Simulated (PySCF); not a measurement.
Simulation results for BClGeH$_{2}$N, BClGeH$_{3}$, BCl$_{2}$GeH$_{2}$, ClGeH$_{4}$Si

Calculation on a computer-drawn molecule: the log of a Hartree-Fock and frozen-core CCSD(T) single point meant for a local Hartree-Fock minimum, with one planted fault or none, to be diagnosed. Offsets are logged minus clean, where the clean run is the same molecule without the fault. The reference is restricted for singlets and unrestricted otherwise, and also for a bond in bohr or an excited solution. Adding or removing an electron swaps singlet and doublet. The excited solution moves the top pair (singlet) or top alpha electron (doublet) to the lowest empty orbital. Highest occupied and lowest empty are orbital energies over both spins, largest force is the largest gradient component, triples share is (T) over the correlation energy, the T1 limit is 0.02 restricted and 0.045 unrestricted, electrons count all cores, a negative frequency is imaginary (commonest isotopes), and the dipole is about the centre of nuclear charge; on germanium a core potential holds 10 electrons, which the energies leave out, and 3d is frozen in MP2 and coupled-cluster steps. Program: PySCF 2.14.0.

Common to all runs: meant basis cc-pV(D+d)Z; meant basis and core potential on germanium cc-pVDZ-PP ECP10MDF; logged SCF converged yes; possible faults no fault, one electron removed, one electron added, multiplicity raised by two, geometry at a saddle point, SCF held on an excited solution, minimal basis STO-3G, one bond length entered in bohr, all coordinates scaled.

```json
{"entry": 1, "formula": "BClGeH2N", "logged_structure": {"atoms_angstrom": [["Cl", -0.9196, -2.57, 2.6929], ["B", -0.5235, -1.844, 1.2522], ["N", -0.2204, -1.2892, 0.1505], ["Ge", 0.1849, -0.5402, -1.328], ["H", -0.6644, -0.8263, -2.5394], ["H", 1.3776, 0.3798, -1.3687]]}, "given": {"meant_charge": 1, "meant_multiplicity": 1, "logged_electrons": 62, "logged_basis_functions": 84, "logged_spin_squared": 0.0, "logged_highest_occupied [eV]": -10.293, "logged_lowest_empty [eV]": -11.187, "logged_largest_force [hartree/bohr]": 0.12533, "logged_dipole_magnitude [debye]": 3.4559, "logged_SCF_stable_within_its_kind": "no", "logged_energy_HF [hartree]": -832.5068, "drawn_bonds_atom": [1, 2, 3, 4, 4], "drawn_bonds_other_atom": [2, 3, 4, 5, 6], "drawn_bonds_order": [1, 1, 2, 1, 1]}, "results": {"planted_fault": "SCF held on an excited solution", "HF_energy_offset_from_clean_run [kcal/mol]": 294.1}, "notes": ["coupled-cluster numbers left out as unreliable"]}
{"entry": 2, "formula": "BClGeH2N", "logged_structure": {"atoms_angstrom": [["Cl", -0.9196, -2.57, 2.6929], ["B", -0.5235, -1.844, 1.2522], ["N", -0.2204, -1.2892, 0.1505], ["Ge", 0.1849, -0.5402, -1.328], ["H", -0.6644, -0.8263, -2.5394], ["H", 1.3776, 0.3798, -1.3687]]}, "given": {"meant_charge": 1, "meant_multiplicity": 1, "logged_electrons": 61, "logged_basis_functions": 84, "logged_spin_squared": 0.7662, "logged_highest_occupied [eV]": -23.675, "logged_lowest_empty [eV]": -12.992, "logged_largest_force [hartree/bohr]": 0.13777, "logged_T1_diagnostic": 0.040548, "logged_D1_diagnostic": 0.22911, "logged_triples_share": 0.035454, "logged_CC_converged": "yes", "logged_dipole_magnitude [debye]": 2.2624, "logged_SCF_stable_within_its_kind": "yes", "logged_energy_HF [hartree]": -832.4337, "logged_energy_CCSD(T) [hartree]": -832.88756, "drawn_bonds_atom": [1, 2, 3, 4, 4], "drawn_bonds_other_atom": [2, 3, 4, 5, 6], "drawn_bonds_order": [1, 1, 2, 1, 1]}, "results": {"planted_fault": "one electron removed", "HF_energy_offset_from_clean_run [kcal/mol]": 340.0, "CCSD(T)_energy_offset_from_clean_run [kcal/mol]": 362.7}}
{"entry": 3, "formula": "BClGeH3", "logged_structure": {"atoms_angstrom": [["Cl", -1.2078, -0.7369, -1.4587], ["B", -0.2824, -1.2884, -0.1253], ["Ge", -1.4058, -1.9753, 1.5206], ["H", 0.9013, -1.3031, -0.0834], ["H", -1.8705, -3.4136, 1.6611], ["H", -1.8712, -1.0658, 2.6433]]}, "given": {"meant_charge": 1, "meant_multiplicity": 1, "logged_electrons": 56, "logged_basis_functions": 75, "logged_spin_squared": 0.0, "logged_highest_occupied [eV]": -11.288, "logged_lowest_empty [eV]": -10.922, "logged_largest_force [hartree/bohr]": 0.13627, "logged_dipole_magnitude [debye]": 4.5981, "logged_SCF_stable_within_its_kind": "no", "logged_energy_HF [hartree]": -778.65136, "drawn_bonds_atom": [1, 2, 2, 3, 3], "drawn_bonds_other_atom": [2, 3, 4, 5, 6], "drawn_bonds_order": [1, 1, 1, 1, 1]}, "results": {"planted_fault": "SCF held on an excited solution", "HF_energy_offset_from_clean_run [kcal/mol]": 246.8}, "notes": ["coupled-cluster numbers left out as unreliable"]}
{"entry": 4, "formula": "BCl2GeH2", "logged_structure": {"atoms_angstrom": [["Cl", -0.6488, 1.057, 1.2999], ["B", -0.3971, -0.5577, 0.6784], ["Ge", -1.7968, -1.4938, -0.5138], ["Cl", -4.4581, 1.0935, -2.2886], ["H", 0.5628, -1.167, 1.0391], ["H", -1.2919, -2.4146, -1.6259]]}, "given": {"meant_charge": 0, "meant_multiplicity": 2, "logged_electrons": 73, "logged_basis_functions": 93, "logged_spin_squared": 1.4842, "logged_highest_occupied [eV]": -8.6976, "logged_lowest_empty [eV]": -0.86706, "logged_largest_force [hartree/bohr]": 0.024474, "logged_T1_diagnostic": 0.036469, "logged_D1_diagnostic": 0.19851, "logged_triples_share": 0.024144, "logged_CC_converged": "yes", "logged_dipole_magnitude [debye]": 1.1929, "logged_SCF_stable_within_its_kind": "yes", "logged_energy_HF [hartree]": -1238.18199, "logged_energy_CCSD(T) [hartree]": -1238.65079, "drawn_bonds_atom": [1, 2, 3, 2, 3], "drawn_bonds_other_atom": [2, 3, 4, 5, 6], "drawn_bonds_order": [1, 1, 1, 1, 1]}, "results": {"planted_fault": "one bond length entered in bohr, row 3 of the drawn bonds", "HF_energy_offset_from_clean_run [kcal/mol]": 63.89, "CCSD(T)_energy_offset_from_clean_run [kcal/mol]": 79.15}}
{"entry": 5, "formula": "BCl2GeH2", "logged_structure": {"atoms_angstrom": [["Cl", -0.6488, 1.057, 1.2999], ["B", -0.3971, -0.5577, 0.6784], ["Ge", -1.7968, -1.4938, -0.5138], ["Cl", -3.2051, -0.1247, -1.453], ["H", 0.5628, -1.167, 1.0391], ["H", -1.2919, -2.4146, -1.6259]]}, "given": {"meant_charge": 0, "meant_multiplicity": 2, "logged_electrons": 73, "logged_basis_functions": 93, "logged_spin_squared": 3.7743, "logged_highest_occupied [eV]": -6.9767, "logged_lowest_empty [eV]": -3.0903, "logged_largest_force [hartree/bohr]": 0.049537, "logged_T1_diagnostic": 0.02995, "logged_D1_diagnostic": 0.17929, "logged_triples_share": 0.031278, "logged_CC_converged": "yes", "logged_dipole_magnitude [debye]": 2.7574, "logged_SCF_stable_within_its_kind": "yes", "logged_energy_HF [hartree]": -1238.12263, "logged_energy_CCSD(T) [hartree]": -1238.61666, "drawn_bonds_atom": [1, 2, 3, 2, 3], "drawn_bonds_other_atom": [2, 3, 4, 5, 6], "drawn_bonds_order": [1, 1, 1, 1, 1]}, "results": {"planted_fault": "multiplicity raised by two", "HF_energy_offset_from_clean_run [kcal/mol]": 101.1, "CCSD(T)_energy_offset_from_clean_run [kcal/mol]": 100.6}}
{"entry": 6, "formula": "ClGeH4Si", "logged_structure": {"atoms_angstrom": [["Cl", -2.6446, 0.9494, 0.0162], ["Si", -0.7325, 0.4655, 0.4716], ["Ge", 0.5212, 0.7096, -1.6393], ["H", -0.553, -0.9461, 0.8174], ["H", -0.0849, 1.424, 1.3697], ["H", 3.3428, 0.2118, -1.8937], ["H", -0.1118, 1.1405, -2.9529]]}, "given": {"meant_charge": 1, "meant_multiplicity": 1, "logged_electrons": 66, "logged_basis_functions": 89, "logged_spin_squared": 0.9007, "logged_highest_occupied [eV]": -15.188, "logged_lowest_empty [eV]": -6.1716, "logged_largest_force [hartree/bohr]": 0.0132, "logged_T1_diagnostic": 0.031595, "logged_D1_diagnostic": 0.13167, "logged_triples_share": 0.030193, "logged_CC_converged": "yes", "logged_dipole_magnitude [debye]": 3.8795, "logged_SCF_stable_within_its_kind": "yes", "logged_energy_HF [hartree]": -1043.81121, "logged_energy_CCSD(T) [hartree]": -1044.16051, "drawn_bonds_atom": [1, 2, 2, 2, 3, 3], "drawn_bonds_other_atom": [2, 3, 4, 5, 6, 7], "drawn_bonds_order": [1, 1, 1, 1, 1, 1]}, "results": {"planted_fault": "one bond length entered in bohr, row 5 of the drawn bonds", "HF_energy_offset_from_clean_run [kcal/mol]": 59.84, "CCSD(T)_energy_offset_from_clean_run [kcal/mol]": 69.66}}
{"entry": 7, "formula": "ClGeH4Si", "logged_structure": {"atoms_angstrom": [["Cl", -2.6049, 0.9351, 0.016], ["Si", -0.7215, 0.4586, 0.4646], ["Ge", 0.5133, 0.699, -1.6147], ["H", -0.5447, -0.9319, 0.8051], ["H", -0.0836, 1.4027, 1.3491], ["H", 1.9841, 0.4395, -1.7473], ["H", -0.1101, 1.1234, -2.9086]]}, "given": {"meant_charge": 1, "meant_multiplicity": 1, "logged_electrons": 66, "logged_basis_functions": 89, "logged_spin_squared": 0.0, "logged_highest_occupied [eV]": -16.465, "logged_lowest_empty [eV]": -6.0003, "logged_largest_force [hartree/bohr]": 0.014362, "logged_T1_diagnostic": 0.011254, "logged_D1_diagnostic": 0.023257, "logged_triples_share": 0.023773, "logged_CC_converged": "yes", "logged_dipole_magnitude [debye]": 4.1539, "logged_SCF_stable_within_its_kind": "yes", "logged_energy_HF [hartree]": -1043.90514, "logged_energy_CCSD(T) [hartree]": -1044.26912, "drawn_bonds_atom": [1, 2, 2, 2, 3, 3], "drawn_bonds_other_atom": [2, 3, 4, 5, 6, 7], "drawn_bonds_order": [1, 1, 1, 1, 1, 1]}, "results": {"planted_fault": "all coordinates scaled, by -1.5 %", "HF_energy_offset_from_clean_run [kcal/mol]": 0.8959, "CCSD(T)_energy_offset_from_clean_run [kcal/mol]": 1.501}}
{"entry": 8, "formula": "ClGeH4Si", "logged_structure": {"atoms_angstrom": [["Cl", -2.6446, 0.9494, 0.0162], ["Si", -0.7325, 0.4655, 0.4716], ["Ge", 0.5212, 0.7096, -1.6393], ["H", -0.553, -0.9461, 0.8174], ["H", -0.0849, 1.424, 1.3697], ["H", 2.0143, 0.4462, -1.7739], ["H", -0.1118, 1.1405, -2.9529]]}, "given": {"meant_charge": 1, "meant_multiplicity": 1, "logged_electrons": 65, "logged_basis_functions": 89, "logged_spin_squared": 0.7732, "logged_highest_occupied [eV]": -22.456, "logged_lowest_empty [eV]": -14.027, "logged_largest_force [hartree/bohr]": 0.058548, "logged_T1_diagnostic": 0.051395, "logged_D1_diagnostic": 0.28759, "logged_triples_share": 0.02836, "logged_CC_converged": "yes", "logged_dipole_magnitude [debye]": 1.0816, "logged_SCF_stable_within_its_kind": "yes", "logged_energy_HF [hartree]": -1043.3421, "logged_energy_CCSD(T) [hartree]": -1043.69336, "drawn_bonds_atom": [1, 2, 2, 2, 3, 3], "drawn_bonds_other_atom": [2, 3, 4, 5, 6, 7], "drawn_bonds_order": [1, 1, 1, 1, 1, 1]}, "results": {"planted_fault": "one electron removed", "HF_energy_offset_from_clean_run [kcal/mol]": 354.2, "CCSD(T)_energy_offset_from_clean_run [kcal/mol]": 362.8}, "notes": ["T1 above single-reference limit"]}
```
